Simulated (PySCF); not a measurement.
GaClBr2, SMILES [Cl][Ga]([Br])[Br]. Geometry: PBE-D3(BJ)/def2-SVP. The structure was generated by enumeration; whether it is a known compound was not checked.

Computed equilibrium geometry at PBE-D3(BJ)/def2-SVP (PySCF confirms it by a frequency run) as Cartesian coordinates in Å, and its point group:
point group C2v.
```xyz
4

Ga     0.0000     0.0000     0.3575
Cl     0.0000     0.0000     2.5024
Br     0.0000     1.9845    -0.7661
Br     0.0000    -1.9845    -0.7661
```
